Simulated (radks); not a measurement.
The numbers below are computed, except where a source is named.
Problem. Code: a radial shooting solver on a logarithmic mesh with Libxc functionals. Model: non-relativistic Kohn-Sham, LDA (Slater exchange, Perdew-Wang correlation), spin-polarised, spherical densities, point nucleus; open shells are filled with parallel spins first. Response by self-consistent Sternheimer equations with the Hartree and adiabatic LDA kernel. For heavy and open-shell atoms this level of theory can miss by tens of per cent. Estimate the static dipole polarisabilities of Ge3+ ([Ar] 3d10 4s1) and Si+ ([Ne] 3s2 3p1) and the C6 coefficients of the three pairs.

Solution. alpha = 6.016 and 18.89 bohr^3; C6 = 14.49 (Ge3+-Ge3+), 36.52 (Ge3+-Si+), 98.98 (Si+-Si+) hartree bohr^6.
